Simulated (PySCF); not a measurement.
C₃H₄BrF, SMILES Br[C@@H]1C[C@H]1F.

Geometry optimised at PBE0-D3(BJ)/def2-SVP.

Two levels are set side by side: TDDFT-PBE/def2-SVPD (PySCF) and TDDFT-CAM-B3LYP/def2-SVPD (PySCF). Vertical, same geometry. The lowest singlet is HOMO→LUMO 99 % with PBE and HOMO→LUMO 92 % with the other functional; states are paired by order. Differences are taken from unrounded values.

```tsv
quantity	TDDFT-CAM-B3LYP
lowest singlet excitation (eV)	5.94
lowest triplet excitation (TDA) (eV)	5.30
```

**Question.** What does TDDFT-PBE give, and how far is it from TDDFT-CAM-B3LYP? (An estimate is asked for; the answer gives what the named calculation found.)

**Answer.** 
| quantity | TDDFT-PBE | TDDFT-PBE minus TDDFT-CAM-B3LYP |
|---|---|---|
| lowest singlet excitation (eV) | 5.42 | -0.51 |
| lowest triplet excitation (TDA) (eV) | 4.86 | -0.44 |

Functionals without exact exchange tend to place singlet excitations lower, as here. Differences between two approximate levels are no errors against the true value.

Rough cost on one machine, each run with all the roots and properties that it gave: TDDFT-CAM-B3LYP against TDDFT-PBE about 9 times.
